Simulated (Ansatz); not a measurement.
## Errors in the atomisation enthalpy at 298 K

10 molecules holding an element from Na to Cl; the atomisation enthalpy at 298 K in kJ/mol, computed less measured. Shapes, held fixed at every level: PBE0-D4/def2-TZVP. Flexible molecules stand in one conformer, not always the lowest. Thermal terms are harmonic and unscaled (PBE0-D4/def2-TZVP); the spin-orbit lowering of the free atoms is taken from their spectra. Programs: Ansatz 0.2.0. Measured values: Active Thermochemical Tables, NIST-JANAF tables.

Levels: A = PBE-D4/def2-TZVPP; B = r2SCAN-D4/def2-TZVPP; C = B2PLYP/def2-TZVPP; D = CCSDT/STO-3G; E = CCSD(T)/def2-TZVPP.

```csv
molecule,from tabulated heats,A,B,C,D,E
Cl2 (chlorine),243,+27,-2,-20,-108,-29
HBS (hydrogen boron sulfide),1015,+32,+20,0,+151,-29
CS2 (carbon disulfide),1154,+103,+42,0,-59,-50
SiO2 (SMILES O=[Si]=O),1254,+31,-25,-36,-544,-88
BCl2F (SMILES FB(Cl)Cl),1537,+60,+30,-18,-118,-49
BCl3 (boron trichloride),1337,+64,+38,-21,-69,-47
S2F2 (Difluorodisulfane),1049,+97,+13,-52,-516,-106
SO3 (sulfur trioxide),1420,+125,+28,-39,-1608,-102
CH2Cl2 (dichloromethane),1490,+46,+5,-30,-62,-52
CH3Cl (SMILES CCl),1575,+22,-1,-21,+41,-41
```

(1) Which level does best on this set, which worst, and which err to one side?

Answers

(1) 
```
               level                   kind  mean error  mean absolute error  worst case
   PBE-D4/def2-TZVPP                    GGA       +60.7                 60.7         SO3
r2SCAN-D4/def2-TZVPP               meta-GGA       +14.8                 20.4         CS2
   B2PLYP/def2-TZVPP          double hybrid       -23.7                 23.7        S2F2
        CCSDT/STO-3G  coupled cluster or CI      -289.2                327.6         SO3
  CCSD(T)/def2-TZVPP  coupled cluster or CI       -59.3                 59.3        S2F2
```

On this set r2SCAN-D4/def2-TZVPP has the smallest mean absolute error and CCSDT/STO-3G the largest. PBE-D4/def2-TZVPP is too high in 10 of 10; r2SCAN-D4/def2-TZVPP is too high in 7 of 10; B2PLYP/def2-TZVPP is too low in 8 of 10; CCSDT/STO-3G is too low in 8 of 10; CCSD(T)/def2-TZVPP is too low in 10 of 10. The tabulated values of HBS, SiO2, BCl2F, BCl3, S2F2 are in doubt (older tables, estimates, or at odds with other calculations) and kept here. Over the 5 molecules whose values aren't doubted the mean absolute errors are A 64.6; B 15.6; C 22.0; D 375.6; E 54.8. The smallest two are near a tie. Where a negative error exceeds the measured value, the molecule comes out unbound. Rows in very small basis sets show the basis more than the method. Correlated wave functions converge slowly with the basis. T1 is large for HBS (0.024), SiO2 (0.038), SO3 (0.024), so single-reference values are less sure there. The set is small.
